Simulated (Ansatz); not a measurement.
Basis sets compared for [GaBrH3]- (GaH₃Br⁻). The state is a singlet with charge -1. Geometry r2SCAN-D4/def2-TZVPD. Ansatz on 4 threads of Arm Neoverse V1 on a shared host; times are rough, and most runs start from earlier orbitals.

```
atom   x (Å)   y (Å)   z (Å)
 Ga1  -0.217  -0.130   0.019
 Br2   1.907   1.141  -0.165
  H3   0.039  -1.468  -0.810
  H4  -1.318   0.826  -0.627
  H5  -0.411  -0.369   1.584
```

The 6-31G sets use Cartesian d functions. At HF/STO-3G the highest occupied level of the charge -1 singlet lies above zero (up to 0.29 eV). In Hartree–Fock with STO-3G the lack of diffuse functions raises the level.

```
            level  functions  energy (Eh)  HOMO (eV)  LUMO (eV)  wall time
        HF/STO-3G         39   -4447.2550       0.29      15.69     0.15 s
         HF/6-31G         64   -4496.7927      -5.28       6.82     0.35 s
 PBE-D4/def2-SVPD        103   -4499.6712      -1.38       3.37     0.75 s
PBE0-D4/def2-SVPD        103   -4499.8071      -2.57       3.82        1 s
```

(1) Estimate the rows for HF/def2-TZVPD, PBE-D4/def2-TZVPD (with forces), PBE0-D4/def2-TZVPD.

## Answers

(1) 
| level | functions | energy (Eh) | HOMO (eV) | LUMO (eV) | wall time |
| --- | --- | --- | --- | --- | --- |
| HF/def2-TZVPD | 138 | -4497.4994 | -5.46 | 4.47 | 0.85 s |
| PBE-D4/def2-TZVPD (with forces) | 138 | -4500.2281 | -1.38 | 3.24 | 1.2 s |
| PBE0-D4/def2-TZVPD | 138 | -4500.3628 | -2.58 | 3.62 | 1.5 s |
